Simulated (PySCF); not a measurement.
Which determinant of BrCl lies lowest?

Unrestricted PBE0; PySCF, no relativity, basis sets Br 6-31G(d,p), Cl 6-31G(d,p). Outer shells of the fragments: Br 3d10 4s2 4p5; Cl 3s2 3p5.

Followed along the bond (rough minima from three points):

| 2Ms+1 | unpaired | ⟨S²⟩ at the start | R at minimum (Å) | Te (eV) |
| --- | --- | --- | --- | --- |
| 1 | none | 0.00 | 2.16 | 0.00 |
| 3 | σ ↑, π ↑ | 2.00 | none in the scan | ≤ 1.97 |

Solutions found at the starting distance of 2.085 Å, counted from the lowest of them; the search is not exhaustive and high or unbound solutions are not listed, so other states can lie among these:

```tsv
2Ms+1	unpaired	term	E (eV)	⟨S²⟩	⟨Lz²⟩	μ (D)
1	none	¹Σ⁺	0.00	0.00	0.00	-0.51
3	σ ↑, π ↑	³Π	2.75	2.00	1.00	-0.47
1	σ ↓, π ↑	mixed	3.03	1.00	1.00	-0.43
3	π ↑↑	³Σ⁻	6.49	2.00	0.00	-0.20
3	σ ↑↑	³Σ⁺	6.62	2.00	0.00	0.47
```

A term symbol is given only where ⟨S²⟩ and ⟨Lz²⟩ are close to those of a pure state; real π, δ and φ orbitals otherwise mix terms. A positive dipole means Br(−)Cl(+).

The measured ground state is X ¹Σ+ (Huber and Herzberg, Constants of Diatomic Molecules (1979)).

Counting both spins, an empty level lies below a filled one in some of these solutions, because spin and occupation are held.
